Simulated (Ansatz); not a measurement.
Basis-set extrapolation for BH$_{7}$NPSi, SMILES `BP(N)[SiH3]` (PBE0-D4/def2-TZVP geometry, frozen core, Ansatz). Multiplicity 1, RHF reference.

```
                      def2-TZVPP   def2-QZVPP
                 HF  -712.923357  -712.946424
    MP2 correlation    -0.600411    -0.644209
CCSD(T) correlation    -0.684493      not run
```

Energies in hartree. Use E(X) = E(∞) + A·exp(−7.88·√X) for Hartree–Fock and E(X) = E(∞) + B·X^(−2.97) for correlation, with X = 3 and 4, and add CCSD(T) minus MP2 of the smaller set to the MP2 limit.

Problem. What is the CCSD(T) energy at the basis-set limit?

Solution. HF limit: -712.946424 + (-0.023067) × 0.13774 = -712.94960. MP2 limit: -0.644209 + (-0.043798) × 0.74074 = -0.67665. Higher-order term: -0.684493 − (-0.600411) = -0.08408. Total: -713.71033 hartree, 64.3 kcal/mol below CCSD(T)/def2-TZVPP.
